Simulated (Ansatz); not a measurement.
CH5ClZn, closed shell: at a first-order saddle point.

Input (in.yaml):

```yaml
crystal:
  periodic: [false, false, false]
  atoms:
    - {symbol: Zn, position_ang: [0.518239, -0.034764, 0.204846]}
    - {symbol: Cl, position_ang: [0.061086, 0.840204, 2.590427]}
    - {symbol: C, position_ang: [-0.765792, -0.245195, -1.224194]}
    - {symbol: H, position_ang: [1.303227, 0.347363, 1.858891]}
    - {symbol: H, position_ang: [1.953976, -0.048909, 1.054155]}
    - {symbol: H, position_ang: [-1.373402, -1.133634, -1.042115]}
    - {symbol: H, position_ang: [-0.272670, -0.349451, -2.191549]}
    - {symbol: H, position_ang: [-1.424563, 0.624386, -1.250361]}
basis:
  gaussian: {orbitals: def2-TZVPP}
hamiltonian: {xc: {name: wB97M-V}}
```

Launched with

```bash
ansatz run in.yaml --threads 4 --pin off --events-out ev --progress --plain --max-ram 9574MiB
```

The run's output (Ansatz 0.2.0):

```
Functional definition: wB97M-V
  name "wB97M-V"
  cite "Mardirossian & Head-Gordon, J. Chem. Phys. 144, 214110 (2016) doi:10.1063/1.4952647"
  cite "Becke, J. Chem. Phys. 107, 8554 (1997) doi:10.1063/1.475007"
  cite "Vydrov & Van Voorhis, J. Chem. Phys. 133, 244103 (2010) doi:10.1063/1.3521275"
  # Of w^i u^j: cxij and so on, Table III.
  parameter omega = 0.3/bohr
  parameter cx = 0.15
  parameter cx01 = 1.007
  parameter cx10 = 0.259
  parameter css00 = 0.443
  parameter css04 = -1.437
  parameter css10 = -4.535
  parameter css20 = -3.390
  parameter css43 = 4.278
  parameter cos00 = 1.000
  parameter cos10 = 1.358
  parameter cos20 = 2.924
  parameter cos21 = -8.812
  parameter cos60 = -1.390
  parameter cos61 = 9.142
  parameter b = 6.0
  parameter c = 0.01
  gx(w, u) = 1 - cx + cx01*u + cx10*w
  gss(w, u) = css00 + css04*u^4 + css10*w + css20*w^2 + css43*w^4*u^3
  gos(w, u) = cos00 + cos10*w + (cos20 + cos21*u)*w^2 + (cos60 + cos61*u)*w^6
  exchange = spin_sum(e_x_unif_sr(omega)*gx(b97_w, b97_u_x)) + cx*exact_x_sr(omega) + exact_x_lr(omega)
  correlation = spin_sum(e_c_pw_mod_same_spin*gss(b97_w, b97_u_same))
      + integral(e_c_pw_mod_opposite_spin*gos(b97_w_opposite, b97_u_opposite)) + vv10(b, c)
1321 factors; their error is unknown
252 factors; integrals over basis functions are off by at most 2.9e-5 eV
mean field evaluation 1: about -62052.2884 eV, gradient 5.1e1 eV
mean field evaluation 2: about -62052.1972 eV, gradient 6.6e1 eV
mean field evaluation 4: about -62056.9062 eV, gradient 2.1e0 eV
mean field evaluation 8: about -62056.9255 eV, gradient 3.8e-2 eV
mean field evaluation 16: about -62056.9795 eV, gradient 3.6e-5 eV
mean field -62056.97946686 eV, -2280.5519316756 hartree, gradient 3.6e-5 eV, S^2 0.000000; 0 other end points of the search recorded, 0 dependent functions left out
reference -62056.97951717 eV, -2280.5519335246 hartree; 29, 29 occupied and 178, 178 virtual orbitals, 1321 factors
Total energy: -62056.97951717 eV, -2280.5519335246 hartree
```

The run took about 11 s on 4 CPU threads of an Arm Neoverse N1 (shared host).
